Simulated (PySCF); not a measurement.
How the method moves the HOMO and LUMO of `[SiH3]S[SiH2]Cl`

ClH₅SSi₂.
SMILES with atom numbers: `[SiH3:1][S:2][SiH2:3][Cl:4]` (hydrogens: H5, H6, H7 on Si1; H8, H9 on Si3)

Cartesian coordinates in Å at the PBE0-D3(BJ)/def2-SVP level; atoms count from 1:
```
atom  x, y, z in Å
Si1    0.5009    0.2710   -1.6988
S2     2.1397    1.5979   -2.1762
Si3    3.6859    0.5899   -1.1106
Cl4    3.7849   -1.4054   -1.6592
H5    -0.7376    1.0760   -1.8882
H6     0.6185   -0.1802   -0.2806
H7     0.4832   -0.9106   -2.6046
H8     4.9616    1.2613   -1.4685
H9     3.4430    0.6155    0.3568
```

Basis pcSseg-2 throughout (PySCF), one geometry. Geometry: PBE0-D3(BJ)/def2-SVP, one conformer, isolated molecule.

Problem. How do the orbital energies, the gap and the dipole change with the method?

Solution. 
```
   method                    kind  HOMO (eV)  LUMO (eV)  gap (eV)  μ (D)  SCF cycles
     BLYP                     GGA      -6.47      -1.15      5.32   0.95          14
    B97-D                     GGA      -6.61      -1.15      5.46   0.98          14
      PBE                     GGA      -6.65      -1.30      5.35   0.96          13
     OPBE                     GGA      -6.68      -1.16      5.52   0.97          14
      KT2                     GGA      -6.71      -1.38      5.33   0.98          13
      KT3                     GGA      -6.73      -1.30      5.43   0.97          14
      LDA                     LDA      -6.74      -1.53      5.20   1.01          13
     BP86                     GGA      -6.74      -1.34      5.40   0.97          13
    B3LYP           global hybrid      -7.58      -0.63      6.95   1.02          12
    B97-2           global hybrid      -7.60      -0.43      7.17   1.03          12
     PBE0           global hybrid      -7.84      -0.44      7.40   1.04          12
 mPW1PW91           global hybrid      -7.86      -0.44      7.42   1.04          12
BHandHLYP           global hybrid      -8.87       0.45      9.32   1.09          11
CAM-B3LYP  range-separated hybrid      -9.11       0.55      9.66   1.07          11
  wB97X-D  range-separated hybrid      -9.66       1.29     10.95   1.07          12
  LC-wPBE  range-separated hybrid     -10.50       1.68     12.18   1.11          12
       HF            Hartree–Fock     -10.57       2.55     13.12   1.16          10
```

The HOMO spans 4.10 eV, from BLYP down to HF, and the gap runs from 5.20 eV (LDA) to 13.12 eV (HF). Over the methods BLYP (0 %), B97-D (0 %), PBE (0 %), OPBE (0 %), KT2 (0 %), KT3 (0 %), LDA (0 %), BP86 (0 %), B3LYP (20 %), B97-2 (21 %), PBE0 (25 %), mPW1PW91 (25 %), BHandHLYP (50 %), HF (100 %), a straight line through the gap against the share of exact exchange rises by 0.78 eV for each 10 % (correlation coefficient 0.999). The dipole ranges from 0.95 D (BLYP) to 1.16 D (HF). This basis has no diffuse functions.

The vertical ΔSCF ionisation energy at CAM-B3LYP/def2-SVPD is 9.84 eV; −ε(HOMO) comes closest to it with wB97X-D (9.66 eV).
